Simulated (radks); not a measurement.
The numbers below are computed, except where a source is named.
Numerical settings for neutral germanium, [Ar] 3d10 4s2 4p2. Code: a radial shooting solver on a logarithmic mesh with Libxc functionals. Model: scalar-relativistic Kohn-Sham, PBE, spin-polarised, spherical densities, finite nucleus; open shells are filled with parallel spins first; Fermi nuclear charge, rms radius 4.0742 fm. The defaults (mesh step 0.008 in ln r, mesh end at 40 bohr or more with all orbitals vanishing there, Anderson mixing 0.5 over 9 steps, residual threshold near 1e-9 with the energy settled to 1e-9 hartree or 1e-11 of itself, here a cap of 69 iterations) give E = -2098.8478 hartree and 4p at -4.415 eV in 17 iterations. Run on one thread of a shared host, so times are rough (Intel(R) Xeon(R) Platinum 8488C): 0.34 s of CPU time, 0.34 s wall, 17 iterations on 2381 mesh points. Changes against that run (0 stands for a change within the tolerance of the run):

| setting | iterations | converged | E (mhartree) | e(4p) (meV) | CPU (s) |
|---|---|---|---|---|---|
| mesh step in ln r 0.03 | 15 | yes | +0.000464 | 0 | 0.11 |
| mesh step in ln r 0.12 | 2 | no | diverged | - | 0.02 |
| mesh step in ln r 0.2 | 4 | no | diverged | - | 0.02 |
| mesh end (bohr) 20 | 17 | yes | 0 | 0 | 0.32 |
| mesh end (bohr) 8 | 16 | yes | +3.05 | +173 | 0.28 |
| residual threshold 0.01 | 10 | yes | 0 | -0.114 | 0.25 |
| residual threshold 1e-05 | 12 | yes | 0 | -0.062 | 0.27 |
| mixing 2.5 | 31 | yes | 0 | 0 | 0.57 |
| linear mixing, mixing 1 | 28 | no | diverged | - | 1.5 |
| linear mixing, mixing 0.5 | 30 | yes | 0 | 0 | 0.53 |
| mixing history 3 | 22 | yes | 0 | 0 | 0.4 |
| iteration cap 3 | 3 | no | +17.2 | -231 | 0.09 |

Settings that end as converged yet miss the energy by more than 1 mhartree: mesh end (bohr) 8 (+0.00305 hartree). A mesh that ends early acts as a hard wall.
